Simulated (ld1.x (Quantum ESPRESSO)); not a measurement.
**Pseudopotential generation for Lu: TM semilocal, LDA (PZ), scalar-relativistic.**

Input for ld1.x (Quantum ESPRESSO) 7.5:

```
&input
   title='Lu', zed=71., rel=1, dft='PZ', iswitch=3,
   config='[Xe] 4f14 5d1 6s1 6p0',
   nld=4, rlderiv=1.90, eminld=-7.0, emaxld=5.0, deld=0.02
 /
 &inputp
   pseudotype=1, tm=.true., lloc=2,
   nlcc=.false.,
   file_pseudopw='Lu.pp', file_wfcaegen='ae.wfc', file_wfcncgen='nc.wfc'
 /
4
5S  1  0   2.00   0.00  1.70  1.70  0.0
5P  2  1   6.00   0.00  1.20  1.20  0.0
4F  4  3  14.00   0.00  0.90  0.90  0.0
5D  3  2   1.00   0.00  1.75  1.75  0.0
 &test
   configts(1)='4f14 5s2 5p6 5d1 6s1 6p0'
 /
```

Command:

```bash
ld1.x < Lu.in > Lu.out
```

The program printed (shortened: banner, matrices, multipoles, cross overlaps and the repeated all-electron block are left out):

```
Program LD1 v.7.5
     --------------------------- All-electron run ----------------------------

     Lu
     scalar relativistic calculation

     atomic number is 71.00
     dft =PZ   lsd =0 sic =0 latt =0  beta=0.20 tr2=1.0E-14
     Exchange-correlation= PZ
                           (   1   1   0   0   0   0   0)
     mesh =1271 r(mesh) = 100.71756 a.u. xmin = -7.00 dx = 0.01250
     1 Ry =  13.60569312 eV, c = 137.03599908

     n l     nl                  e(Ry)          e(Ha)          e(eV)
     1 0     1S 1( 2.00)     -4644.9929     -2322.4964    -63198.3478
     2 0     2S 1( 2.00)      -791.1869      -395.5935    -10764.6462
     2 1     2P 1( 6.00)      -696.3527      -348.1763     -9474.3607
     3 0     3S 1( 2.00)      -179.6460       -89.8230     -2444.2083
     3 1     3P 1( 6.00)      -151.1924       -75.5962     -2057.0772
     4 0     4S 1( 2.00)       -36.1155       -18.0577      -491.3764
     4 1     4P 1( 6.00)       -26.7746       -13.3873      -364.2866
     3 2     3D 1(10.00)      -116.9765       -58.4882     -1591.5463
     5 0     5S 1( 2.00)        -4.9990        -2.4995       -68.0151
     5 1     5P 1( 6.00)        -2.8368        -1.4184       -38.5965
     4 2     4D 1(10.00)       -14.5916        -7.2958      -198.5283
     4 3     4F 1(14.00)        -1.2219        -0.6110       -16.6248
     5 2     5D 1( 1.00)        -0.5991        -0.2996        -8.1515
     6 0     6S 1( 1.00)        -0.7713        -0.3856       -10.4939
     6 1     6P 1( 0.00)        -0.4534        -0.2267        -6.1691

     final scf error:  2.4E-16 reached in  31 iterations

     Etot =  -29108.495180 Ry,  -14554.247590 Ha, -396041.252694 eV

     Ekin =   31803.029146 Ry,   15901.514573 Ha,  432702.254947 eV
     Encl =  -71717.292578 Ry,  -35858.646289 Ha, -975763.474424 eV
     Eh   =   11388.097820 Ry,    5694.048910 Ha,  154942.964198 eV
     Exc  =    -582.329569 Ry,    -291.164785 Ha,   -7922.997416 eV

     normalization and overlap integrals

     s(1S/1S) =  1.000000  <r> =   0.0193  <r2> =    0.0005  r(max) =   0.0121
     s(2S/2S) =  1.000000  <r> =   0.0819  <r2> =    0.0079  r(max) =   0.0698
     s(2P/2P) =  1.000000  <r> =   0.0729  <r2> =    0.0065  r(max) =   0.0564
     s(3S/3S) =  1.000000  <r> =   0.2128  <r2> =    0.0518  r(max) =   0.1969
     s(3P/3P) =  1.000000  <r> =   0.2125  <r2> =    0.0523  r(max) =   0.1944
     s(4S/4S) =  1.000000  <r> =   0.4782  <r2> =    0.2583  r(max) =   0.4437
     s(4P/4P) =  1.000000  <r> =   0.5081  <r2> =    0.2939  r(max) =   0.4664
     s(3D/3D) =  1.000000  <r> =   0.1925  <r2> =    0.0435  r(max) =   0.1572
     s(5S/5S) =  1.000000  <r> =   1.1706  <r2> =    1.5444  r(max) =   1.0380
     s(5P/5P) =  1.000000  <r> =   1.3938  <r2> =    2.2148  r(max) =   1.1910
     s(4D/4D) =  1.000000  <r> =   0.5478  <r2> =    0.3485  r(max) =   0.4782
     s(4F/4F) =  1.000000  <r> =   0.7236  <r2> =    0.6974  r(max) =   0.4664
     s(5D/5D) =  1.000000  <r> =   2.4847  <r2> =    7.4691  r(max) =   1.7992
     s(6S/6S) =  1.000000  <r> =   3.3216  <r2> =   12.4259  r(max) =   2.8931
     s(6P/6P) =  1.000000  <r> =   4.3344  <r2> =   21.1929  r(max) =   3.7615

     ------------------------ End of All-electron run ------------------------

     --------------------- Generating NC pseudopotential ---------------------

      Generating local pot.: lloc=2, matching radius rcloc =   1.7500

      Wfc   5S  rcut= 1.711  Using Troullier-Martins method

      Wfc   5P  rcut= 1.206  Using Troullier-Martins method

      Wfc   4F  rcut= 0.893  Using Troullier-Martins method

     ------------------- End of pseudopotential generation -------------------

     Computing logarithmic derivative in   1.90330
     Computing logarithmic derivative in   1.90330
     Computing the partial wave expansion
     R is outside the sphere for l=    0 j= 0.00
     R is outside the sphere for l=    1 j= 0.00
       no projector for channel:   2
     R is outside the sphere for l=    3 j= 0.00

     ---------------------- Testing the pseudopotential ----------------------

     Lu
     scalar relativistic calculation

     atomic number is 71.00   valence charge is 25.00
     dft =PZ   lsd =0 sic =0 latt =0  beta=0.20 tr2=1.0E-14
     mesh =1271 r(mesh) = 100.71756 xmin = -7.00 dx = 0.01250

     n l     nl             e AE (Ry)        e PS (Ry)    De AE-PS (Ry)
     4 3     4F   1(14.00)       -1.22190       -1.22182       -0.00009
     1 0     5S   1( 2.00)       -4.99902       -4.99902        0.00000
     2 1     5P   1( 6.00)       -2.83679       -2.83681        0.00002
     3 2     5D   1( 1.00)       -0.59913       -0.59912       -0.00001
     2 0     6S   1( 1.00)       -0.77129       -0.83315        0.06186  !
     3 1     6P   1( 0.00)       -0.45342       -0.45435        0.00093

     eps = 5.2E-16  iter = 14

     Etot =  -29108.495180 Ry,  -14554.247590 Ha, -396041.252694 eV
     Etotps =  -541.032506 Ry,    -270.516253 Ha,   -7361.122245 eV

     Ekin =     689.357207 Ry,     344.678603 Ha,    9379.182607 eV
     Encl =   -1131.407678 Ry,    -565.703839 Ha,  -15393.585666 eV
     Ehrt =     510.113778 Ry,     255.056889 Ha,    6940.451524 eV
     Ecxc =     -46.183301 Ry,     -23.091650 Ha,    -628.355818 eV
     Epseu=    -562.912512 Ry,    -281.456256 Ha,   -7658.814892 eV

     ---------------------- End of pseudopotential test ----------------------
```

Generation and configuration tests took about 2.4 s on one core of a shared server CPU.

Transferability test of the new file with ld1.x, input:

```
&input
   title='Lu', zed=71., rel=1, dft='PZ', iswitch=2,
   config='[Xe] 4f14 5d1 6s1 6p0'
 /
 &test
   file_pseudo='Lu.pp', nconf=10,
   configts(1)='4f14 5s2 5p6 5d1 6s1 6p0',
   configts(2)='4f14 5s2 5p6 5d1 6s2 6p0',
   configts(3)='4f14 5s2 5p6 5d1 6s0 6p0',
   configts(4)='4f14 5s2 5p6 5d0 6s0 6p0',
   configts(5)='4f14 5s1 5p6 5d1 6s2 6p0',
   configts(6)='4f13 5s2 5p6 5d2 6s1 6p0',
   configts(7)='4f14 5s2 5p6 5d1 6s0 6p2',
   configts(8)='4f13 5s2 5p6 5d0 6s0 6p0',
   configts(9)='4f14 5s2 5p6 5d1 6s1 6p0', lsdts(9)=1,
   configts(10)='4f14 5s2 5p6 5d1 6s2 6p0', lsdts(10)=1
 /
```

```bash
ld1.x < Lu.test.in > Lu.test.out
```

Pseudopotential blocks of its output, shortened (energy terms left out):

```
     ---------------------- Testing the pseudopotential ----------------------

     n l     nl             e AE (Ry)        e PS (Ry)    De AE-PS (Ry)
     4 3     4F   1(14.00)       -1.22190       -1.22182       -0.00009
     1 0     5S   1( 2.00)       -4.99902       -4.99902        0.00000
     2 1     5P   1( 6.00)       -2.83679       -2.83681        0.00002
     3 2     5D   1( 1.00)       -0.59913       -0.59912       -0.00001
     2 0     6S   1( 1.00)       -0.77129       -0.83315        0.06186  !
     3 1     6P   1( 0.00)       -0.45342       -0.45435        0.00093

     eps = 1.2E-15  iter = 25

     Etot =  -29108.495180 Ry,  -14554.247590 Ha, -396041.252694 eV
     Etotps =  -541.032507 Ry,    -270.516253 Ha,   -7361.122256 eV

     ---------------------- End of pseudopotential test ----------------------

          ---------------------- Testing the pseudopotential ----------------------

     n l     nl             e AE (Ry)        e PS (Ry)    De AE-PS (Ry)
     4 3     4F   1(14.00)       -0.72079       -0.68850       -0.03229  !
     1 0     5S   1( 2.00)       -4.49721       -4.47011       -0.02710  !
     2 1     5P   1( 6.00)       -2.33576       -2.31099       -0.02477  !
     3 2     5D   1( 1.00)       -0.14105       -0.12663       -0.01442  !
     2 0     6S   1( 2.00)       -0.35336       -0.39139        0.03803  !
     3 1     6P   1( 0.00)       -0.10286       -0.09936       -0.00351

     eps = 6.9E-15  iter = 25

     Etot =  -29109.052365 Ry,  -14554.526183 Ha, -396048.833585 eV
     Etotps =  -541.638770 Ry,    -270.819385 Ha,   -7369.370886 eV
     dEtot_ae =      -0.557185 Ry
     dEtot_ps =      -0.606263 Ry,   Delta E=       0.049078 Ry

     ---------------------- End of pseudopotential test ----------------------

          ---------------------- Testing the pseudopotential ----------------------

     n l     nl             e AE (Ry)        e PS (Ry)    De AE-PS (Ry)
     4 3     4F   1(14.00)       -1.81128       -1.86185        0.05057  !
     1 0     5S   1( 2.00)       -5.58983       -5.63187        0.04203  !
     2 1     5P   1( 6.00)       -3.42411       -3.46210        0.03799  !
     3 2     5D   1( 1.00)       -1.12740       -1.15390        0.02650  !
     2 0     6S   1( 0.00)       -1.22572       -1.32670        0.10098  !
     3 1     6P   1( 0.00)       -0.83834       -0.85422        0.01588  !

     eps = 6.7E-15  iter = 23

     Etot =  -29107.497667 Ry,  -14553.748834 Ha, -396027.680839 eV
     Etotps =  -539.955085 Ry,    -269.977542 Ha,   -7346.463184 eV
     dEtot_ae =       0.997513 Ry
     dEtot_ps =       1.077422 Ry,   Delta E=      -0.079909 Ry

     ---------------------- End of pseudopotential test ----------------------

          ---------------------- Testing the pseudopotential ----------------------

     n l     nl             e AE (Ry)        e PS (Ry)    De AE-PS (Ry)
     4 3     4F   1(14.00)       -2.68764       -2.74009        0.05246  !
     1 0     5S   1( 2.00)       -6.46921       -6.51592        0.04671  !
     2 1     5P   1( 6.00)       -4.28182       -4.32660        0.04478  !
     3 2     5D   1( 0.00)       -1.86135       -1.89476        0.03341  !
     2 0     6S   1( 0.00)       -1.80175       -1.94427        0.14252  !
     3 1     6P   1( 0.00)       -1.32047       -1.34150        0.02103  !

     eps = 9.0E-15  iter = 18

     Etot =  -29106.012083 Ry,  -14553.006042 Ha, -396007.468441 eV
     Etotps =  -538.439239 Ry,    -269.219620 Ha,   -7325.839053 eV
     dEtot_ae =       2.483097 Ry
     dEtot_ps =       2.593268 Ry,   Delta E=      -0.110171 Ry

     ---------------------- End of pseudopotential test ----------------------

          ---------------------- Testing the pseudopotential ----------------------

     n l     nl             e AE (Ry)        e PS (Ry)    De AE-PS (Ry)
     4 3     4F   1(14.00)       -1.69866       -1.64528       -0.05338  !
     1 0     5S   1( 1.00)       -5.43200       -5.37986       -0.05214  !
     2 1     5P   1( 6.00)       -3.21660       -3.16883       -0.04777  !
     3 2     5D   1( 1.00)       -0.81043       -0.77846       -0.03197  !
     2 0     6S   1( 2.00)       -0.87689       -0.94284        0.06594  !
     3 1     6P   1( 0.00)       -0.51463       -0.50369       -0.01094  !

     eps = 1.8E-15  iter = 24

     Etot =  -29104.108037 Ry,  -14552.054018 Ha, -395981.562567 eV
     Etotps =  -536.730487 Ry,    -268.365243 Ha,   -7302.590289 eV
     dEtot_ae =       4.387143 Ry
     dEtot_ps =       4.302020 Ry,   Delta E=       0.085123 Ry

     ---------------------- End of pseudopotential test ----------------------

          ---------------------- Testing the pseudopotential ----------------------

     n l     nl             e AE (Ry)        e PS (Ry)    De AE-PS (Ry)
     4 3     4F   1(13.00)       -1.76157       -1.76763        0.00606  !
     1 0     5S   1( 2.00)       -5.31439       -5.32285        0.00846  !
     2 1     5P   1( 6.00)       -3.08512       -3.06933       -0.01579  !
     3 2     5D   1( 2.00)       -0.70237       -0.69313       -0.00924  !
     2 0     6S   1( 1.00)       -0.81606       -0.90286        0.08680  !
     3 1     6P   1( 0.00)       -0.47604       -0.47533       -0.00072

     eps = 3.9E-15  iter = 25

     Etot =  -29107.655250 Ry,  -14553.827625 Ha, -396029.824857 eV
     Etotps =  -540.189345 Ry,    -270.094673 Ha,   -7349.650459 eV
     dEtot_ae =       0.839931 Ry
     dEtot_ps =       0.843162 Ry,   Delta E=      -0.003231 Ry

     ---------------------- End of pseudopotential test ----------------------

          ---------------------- Testing the pseudopotential ----------------------

     n l     nl             e AE (Ry)        e PS (Ry)    De AE-PS (Ry)
     4 3     4F   1(14.00)       -0.93004       -0.96959        0.03955  !
     1 0     5S   1( 2.00)       -4.70834       -4.73957        0.03123  !
     2 1     5P   1( 6.00)       -2.54443       -2.57189        0.02745  !
     3 2     5D   1( 1.00)       -0.30035       -0.31699        0.01665  !
     2 0     6S   1( 0.00)       -0.47451       -0.54572        0.07121  !
     3 1     6P   1( 2.00)       -0.18992       -0.19897        0.00906  !

     eps = 5.8E-15  iter = 25

     Etot =  -29108.517797 Ry,  -14554.258899 Ha, -396041.560417 eV
     Etotps =  -541.001244 Ry,    -270.500622 Ha,   -7360.696905 eV
     dEtot_ae =      -0.022617 Ry
     dEtot_ps =       0.031263 Ry,   Delta E=      -0.053880 Ry

     ---------------------- End of pseudopotential test ----------------------

          ---------------------- Testing the pseudopotential ----------------------

     n l     nl             e AE (Ry)        e PS (Ry)    De AE-PS (Ry)
     4 3     4F   1(13.00)       -4.25832       -4.32617        0.06785  !
     1 0     5S   1( 2.00)       -7.79154       -7.85735        0.06581  !
     2 1     5P   1( 6.00)       -5.50974       -5.54782        0.03808  !
     3 2     5D   1( 0.00)       -2.85905       -2.88943        0.03038  !
     2 0     6S   1( 0.00)       -2.55261       -2.79451        0.24189  !
     3 1     6P   1( 0.00)       -1.97155       -1.99836        0.02680  !

     eps = 7.9E-15  iter = 20

     Etot =  -29102.551360 Ry,  -14551.275680 Ha, -395960.382906 eV
     Etotps =  -534.921631 Ry,    -267.460816 Ha,   -7277.979560 eV
     dEtot_ae =       5.943820 Ry
     dEtot_ps =       6.110875 Ry,   Delta E=      -0.167056 Ry

     ---------------------- End of pseudopotential test ----------------------

          ---------------------- Testing the pseudopotential ----------------------

     n l     nl             e AE (Ry)        e PS (Ry)    De AE-PS (Ry)
     4 3     4F   1( 7.00)       -1.22038       -1.22243        0.00205
     1 0     5S   1( 1.00)       -5.00557       -5.00689        0.00133
     2 1     5P   1( 3.00)       -2.84907       -2.85072        0.00166
     3 2     5D   1( 1.00)       -0.62775       -0.62875        0.00100
     2 0     6S   1( 1.00)       -0.80444       -0.86637        0.06193  !
     3 1     6P   1( 0.00)       -0.47733       -0.47768        0.00035
     4 3     4F   2( 7.00)       -1.21255       -1.21051       -0.00204
     1 0     5S   2( 1.00)       -4.98244       -4.98138       -0.00106
     2 1     5P   2( 3.00)       -2.81366       -2.81243       -0.00123
     3 2     5D   2( 0.00)       -0.54865       -0.54842       -0.00023
     2 0     6S   2( 0.00)       -0.70633       -0.77113        0.06479  !
     3 1     6P   2( 0.00)       -0.39922       -0.40298        0.00376

     eps = 6.7E-15  iter = 22

     Etot =  -29108.535239 Ry,  -14554.267620 Ha, -396041.797724 eV
     Etotps =  -541.072702 Ry,    -270.536351 Ha,   -7361.669140 eV
     dEtot_ae =      -0.040059 Ry
     dEtot_ps =      -0.040195 Ry,   Delta E=       0.000136 Ry

     ---------------------- End of pseudopotential test ----------------------

          ---------------------- Testing the pseudopotential ----------------------

     n l     nl             e AE (Ry)        e PS (Ry)    De AE-PS (Ry)
     4 3     4F   1( 7.00)       -0.71953       -0.68665       -0.03288  !
     1 0     5S   1( 1.00)       -4.50148       -4.47407       -0.02741  !
     2 1     5P   1( 3.00)       -2.34350       -2.31852       -0.02498  !
     3 2     5D   1( 1.00)       -0.15319       -0.13820       -0.01499  !
     2 0     6S   1( 1.00)       -0.36440       -0.40252        0.03812  !
     3 1     6P   1( 0.00)       -0.10856       -0.10514       -0.00342
     4 3     4F   2( 7.00)       -0.71483       -0.68295       -0.03189  !
     1 0     5S   2( 1.00)       -4.48562       -4.45849       -0.02713  !
     2 1     5P   2( 3.00)       -2.32079       -2.29584       -0.02496  !
     3 2     5D   2( 0.00)       -0.12350       -0.10932       -0.01418  !
     2 0     6S   2( 1.00)       -0.33803       -0.37517        0.03714  !
     3 1     6P   2( 0.00)       -0.09463       -0.09046       -0.00417

     eps = 9.7E-15  iter = 28

     Etot =  -29109.059790 Ry,  -14554.529895 Ha, -396048.934605 eV
     Etotps =  -541.645985 Ry,    -270.822992 Ha,   -7369.469053 eV
     dEtot_ae =      -0.564610 Ry
     dEtot_ps =      -0.613478 Ry,   Delta E=       0.048868 Ry

     ---------------------- End of pseudopotential test ----------------------
```
